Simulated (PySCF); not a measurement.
Input of a response calculation (the driver script's job line, then coordinates in Å):

```
{"job": {"kind": "uv", "xc": "CAM-B3LYP", "basis": "def2-SVPD", "nstates": 8, "ntriplets": 3}, "charge": 0, "multiplicity": 1}
C      2.368503     0.836466     0.104746
C      1.602115    -0.218611    -0.154687
C      0.164135    -0.216291    -0.073287
C     -0.740981    -1.223661    -0.308171
C     -2.025432    -0.683388    -0.082268
C     -1.803411     0.613770     0.274018
Br    -2.993354     1.976581     0.730029
O     -0.498818     0.912992     0.286046
H      1.941849     1.779839     0.400161
H      3.440107     0.787484     0.030146
H      2.029602    -1.166053    -0.451109
H     -0.515105    -2.226903    -0.605550
H     -2.973599    -1.171737    -0.167803
```

Its output, with some lines taken out ([cut]):

```
coarse grid: 55952 points
cycle   1  E = -2880.3520463915  dE =  6.741e-01  |g| = 5.635e-01  |ddm| = 9.724e+00
cycle   2  E = -2880.3332907289  dE =  1.876e-02  |g| = 6.829e-01  |ddm| = 2.239e+00
cycle   3  E = -2880.4264907379  dE = -9.320e-02  |g| = 6.899e-02  |ddm| = 1.270e+00
cycle   4  E = -2880.4273714760  dE = -8.807e-04  |g| = 3.832e-02  |ddm| = 2.003e-01
cycle   5  E = -2880.4276903144  dE = -3.188e-04  |g| = 1.073e-02  |ddm| = 1.019e-01
cycle   6  E = -2880.4277212770  dE = -3.096e-05  |g| = 3.734e-03  |ddm| = 3.791e-02
cycle   7  E = -2880.4277251613  dE = -3.884e-06  |g| = 1.156e-03  |ddm| = 8.191e-03
final grid: 118392 points
cycle   8  E = -2880.4277362690  dE = -1.185e-07  |g| = 1.287e-03  |ddm| = 8.591e-03
cycle   9  E = -2880.4277358916  dE =  3.775e-07  |g| = 1.902e-03  |ddm| = 6.136e-03
cycle  10  E = -2880.4277367149  dE = -8.233e-07  |g| = 1.218e-04  |ddm| = 3.810e-03
cycle  11  E = -2880.4277367192  dE = -4.375e-09  |g| = 6.917e-05  |ddm| = 3.325e-04
cycle  12  E = -2880.4277367215  dE = -2.245e-09  |g| = 2.408e-05  |ddm| = 2.939e-04
cycle  13  E = -2880.4277367216  dE = -1.564e-10  |g| = 3.678e-06  |ddm| = 6.957e-05
converged SCF energy = -2880.4277367216

[cut]

Singlet excitations
state   eV       nm        f      main configurations
  1   4.7776    259.5   0.48939   H->L 0.97
[cut]
  3   5.9881    207.1   0.00001   H->L+2 0.93
[cut]
[cut]
[cut]
  7   6.9317    178.9   0.09546   H-2->L+1 0.65, H-1->L 0.17
  8   6.9994    177.1   0.35808   H-1->L 0.48, H-2->L+1 0.23, H->L+4 0.20

[cut]
```

Method used: PySCF, TDDFT CAM-B3LYP/def2-SVPD, vertical, gas phase, core orbitals frozen in the response. The structure is a single GFN2-xTB conformer in the gas phase; no vibrational or solvent corrections. Relativistic effects, spin–orbit coupling among them, are left out although an element past zinc is present.

Task: Restore the lines that were cut, in order.

Result: 
```
Static polarisability (au): isotropic 99.899, principal 59.279 101.943 138.474
  2   5.2140    237.8   0.00021   H->L+1 0.80
  4   6.2965    196.9   0.02230   H->L+4 0.60, H-1->L 0.23
  5   6.6053    187.7   0.00518   H->L+3 0.53, H->L+5 0.36
  6   6.8126    182.0   0.00960   H->L+5 0.56, H->L+3 0.35
Triplet excitations (Tamm-Dancoff, eV): 2.8789 4.5105 4.7610
```

Task: What is the polarisability anisotropy, √(½[(α1 − α2)² + (α2 − α3)² + (α3 − α1)²])?

Result: 68.65 au.

Task: What transition dipole goes with state 1?

Result: |μ|² = 3f / (2ΔE) = 3 × 0.4894 / (2 × 0.1756) = 4.181 au, so |μ| = 5.20 D.

Task: What is the total energy of state 8 at this geometry?

Result: -2880.42774 + 0.25722 = -2880.17052 hartree.

Task: Write the structure that the coordinates describe.

Result: `C=Cc1ccc(Br)o1` (C6H5BrO), point group Cs.

The SCF starts on a coarse grid; the energy jumps when the final grid takes over, and dE counts afresh there. H and L stand for HOMO and LUMO.

The values belong to the conformer `[CH2:1]=[CH:2][c:3]1[cH:4][cH:5][c:6]([Br:7])[o:8]1`: C1–C2–C3–C4 180°.
